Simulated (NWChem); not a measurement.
**Total energies of silicon monosulfide (SSi)**

```
Si
S 1 1.9396
```
Charge 0, spin multiplicity 1.

The numbers come from NWChem runs, not from measurements. The geometry was optimised at PBE0/def2-SVP, a minimum by its harmonic frequencies.

Basis set: cc-pVDZ (36 functions).

```tsv
method	total energy (Ha)
RHF	-686.48070
MP2	-686.68452
B2PLYP	-687.43825
PBE	-687.38039
B3LYP	-687.73191
PBE0	-687.43459
CCSD(T)	-686.71731
```

Total energies of different functionals aren't comparable as a measure of quality: only differences taken within one method are. 

The correlated methods keep 10 core orbitals frozen. B3LYP has NWChem's definition, with VWN1-RPA local correlation. Coupled-cluster values serve here as a point of comparison, not as the truth.
